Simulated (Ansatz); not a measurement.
`C[B](F)[AlH2]` + `C=NC(=N)O` → `C=N/C(O)=N\C` + `F[BH][AlH2]`  (substitution at a C–B bond)

Program: Ansatz. Geometries: PBE0-D4/def2-TZVP. ΔE: electronic, gas phase. CCSD(T)/CBS adds triple-zeta CCSD(T) − MP2 to the extrapolated MP2 energy (def2 sets, frozen cores). DFT in def2-TZVPP. Each species was taken in one conformer, which may not be the lowest.

| level | ΔE (kJ/mol) |
| --- | --- |
| RPA@PBE/def2-TZVPP | 79.4 |
| HF/def2-TZVPP | 83.0 |

Task: What does CCSD(T)/CBS give? (Best estimate.)

Result: The calculation gave: +85.7 kJ/mol. The listed levels differ from it by -6.3, -2.7 kJ/mol.

Task: What do rigid-rotor, harmonic-oscillator terms from PBE0-D4/def2-TZVP frequencies (298.15 K, 1 bar) make of the CCSD(T)/CBS value? (Best estimate.)

Result: Computed: ΔZPE = -1.4 kJ/mol, ΔH = +83.6 kJ/mol, ΔS = -17 J/(mol·K), ΔG = +88.8 kJ/mol. Modes under 50 cm⁻¹ make the entropy rough.

Largest T1 diagnostic among the species: 0.015.

Leaving LDA and LC-ωPBE aside and taking each functional with its dispersion term where it has one, the values, not all of them listed here, spread over 12.4 kJ/mol, from BLYP-D4 to B97M-V. At CCSD(T), def2-SVP lies −8.8 kJ/mol from the extrapolated value and def2-TZVPP −1.1 kJ/mol.
